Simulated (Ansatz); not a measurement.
Z-matrix (Å, degrees):
```
Zr
C 1 2.916
C 1 3.186 2 77.7
C 1 3.162 2 132.1 3 -140.1
C 1 3.210 2 45.9 3 -114.3
N 1 2.056 2 96.8 3 125.0
N 1 2.051 2 136.8 3 -111.3
N 1 2.057 2 94.8 3 11.2
C 1 3.104 2 116.6 3 113.4
N 1 2.039 2 27.2 3 -114.7
H 2 1.101 1 125.9 3 -162.9
H 2 1.101 1 125.4 3 31.7
H 2 1.100 1 70.8 3 -65.6
H 3 1.098 1 125.8 2 -141.7
H 3 1.094 1 80.3 2 -38.0
H 3 1.099 1 122.0 2 66.1
H 4 1.098 1 122.9 2 -168.3
H 4 1.098 1 125.2 2 38.5
H 4 1.094 1 79.4 2 -64.9
H 5 1.101 1 123.2 2 -72.8
H 5 1.101 1 122.5 2 73.3
H 5 1.092 1 83.2 2 -179.9
H 6 1.011 1 124.7 2 26.1
H 7 1.012 1 120.1 2 98.9
H 8 1.014 1 119.4 2 141.1
H 9 1.098 1 122.7 2 -51.6
H 9 1.097 1 76.8 2 -153.0
H 9 1.098 1 126.6 2 106.4
```

Charge 0, multiplicity 1. Zr takes the def2 core potential.

Question: List the r2SCAN/def2-TZVPP orbital energies in eV (Ansatz 0.2.0). (Best estimate.)

Answer: Computed: Occupied: -384.48, -384.11, -384.07, -384.06, -273.59, -273.38, -273.31, -273.30, -273.23, -55.04, -32.04, -31.93, -31.93, -22.87, -21.89, -21.78, -21.73, -18.19, -16.47, -16.43, -16.35, -15.31, -11.65, -11.58, -11.49, -11.42, -11.20, -11.15, -10.38, -10.30, -10.23, -10.03, -9.89, -9.79, -9.58, -9.06, -7.77, -7.67, -7.60, -7.45, -5.54, -5.21, -4.95, -4.92. Lowest empty: -0.40, -0.24, 0.13, 0.38, 0.52, 0.77, 1.09, 1.32.
